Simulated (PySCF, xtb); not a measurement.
## Ranking isomers of CHSbSe

3 gas-phase structures of CHSbSe, found in a search over its isomers (lower ones may exist). Each was relaxed with GFN2-xTB; where two conformers were screened, the lower at r2SCAN-D4/def2-SVP is listed:

A. `[Se]=[C]=[SbH]`, a singlet
B. `[SeH][C]#[Sb]`, a singlet
C. `[CH]1=[Sb][Se]1`, a singlet

Which do you expect lowest at r2SCAN-D4/def2-SVP, and how would the others follow?

Calculated order at r2SCAN-D4/def2-SVP: C (0.0), A (42.8), B (63.0) kJ/mol.

Energies above the lowest of each column, in kJ/mol; the last columns are at PBE0-D4/def2-SVP geometries:

| structure | GFN2-xTB | HF/STO-3G | r2SCAN-D4/def2-SVP | PBE0-D4/def2-SVP | CCSD(T)/def2-SVP + ΔMP2/def2-TZVPP |
| --- | --- | --- | --- | --- | --- |
| C | 0.0 | 0.0 | 0.0 | 0.0 | 0.0 |
| A | 115.2 | 29.7 | 42.8 | 52.9 | 54.2 |
| B | 126.0 | 86.7 | 63.0 | 66.6 | 49.8 |

Every level run on C puts it lowest or level with the lowest. CCSD(T)/def2-SVP + ΔMP2/def2-TZVPP orders those it was run on as C (0.0), B (49.8), A (54.2) kJ/mol. No reliable frequencies are at hand for these structures. Large T1 diagnostics make some coupled-cluster values less sure. Atoms past krypton carry core potentials in the def2 sets, without spin–orbit terms. ΔMP2 is the change of the MP2 energy from the smaller to the larger basis.

Programs: PySCF 2.14.0, xtb 6.7.1.
